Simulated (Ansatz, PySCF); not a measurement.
Ways to break one bond of O[Si](Cl)(Cl)Cl:

A. O[Si](Cl)(Cl)Cl [trichloro(hydroxy)silane] → [O][Si](Cl)(Cl)Cl + H atom
B. O[Si](Cl)(Cl)Cl [trichloro(hydroxy)silane] → O[Si](Cl)Cl + Cl atom
C. O[Si](Cl)(Cl)Cl → Cl[Si](Cl)Cl + [OH] (HO)

Quantity: bond dissociation energy (enthalpy at 298 K, with B3LYP-D3(BJ) rigid-rotor harmonic-oscillator terms), kcal/mol. Structures are relaxed separately at B3LYP-D3(BJ)/def2-TZVP in Ansatz (an electronic-structure program), one conformer each, not searched for the lowest. Frequencies are from Ansatz or PySCF. Correlated levels leave the core frozen unless marked. Open shells are spin-unrestricted. Spin-orbit coupling is left out. Non-relativistic. CBS marks a two-point X^-3 extrapolation of the correlation energy; Hartree-Fock from the larger set. [CCSD(T)-MP2]/basis is that difference in the basis named.

```json
[
 {"": "A", "wB97X-V/def2-TZVPD (Ansatz)": "120.4", "MP2/STO-3G (Ansatz)": "99.1", "MP2/cc-pV(T+d)Z (Ansatz)": "127.0", "RI-MP2/CBS(cc-pV(T+d)Z,cc-pV(Q+d)Z)+[CCSD(T)-MP2]/cc-pV(T+d)Z (Ansatz)": "___"},
 {"": "B", "wB97X-V/def2-TZVPD (Ansatz)": "113.0", "MP2/STO-3G (Ansatz)": "86.6", "MP2/cc-pV(T+d)Z (Ansatz)": "115.4", "RI-MP2/CBS(cc-pV(T+d)Z,cc-pV(Q+d)Z)+[CCSD(T)-MP2]/cc-pV(T+d)Z (Ansatz)": "___"},
 {"": "C", "wB97X-V/def2-TZVPD (Ansatz)": "128.6", "MP2/STO-3G (Ansatz)": "87.0", "MP2/cc-pV(T+d)Z (Ansatz)": "136.0", "RI-MP2/CBS(cc-pV(T+d)Z,cc-pV(Q+d)Z)+[CCSD(T)-MP2]/cc-pV(T+d)Z (Ansatz)": "___"}
]
```

Task: Fill in the missing entries.

Result: 
- A, RI-MP2/CBS(cc-pV(T+d)Z,cc-pV(Q+d)Z)+[CCSD(T)-MP2]/cc-pV(T+d)Z (Ansatz): 125.2
- B, RI-MP2/CBS(cc-pV(T+d)Z,cc-pV(Q+d)Z)+[CCSD(T)-MP2]/cc-pV(T+d)Z (Ansatz): 114.6
- C, RI-MP2/CBS(cc-pV(T+d)Z,cc-pV(Q+d)Z)+[CCSD(T)-MP2]/cc-pV(T+d)Z (Ansatz): 132.1
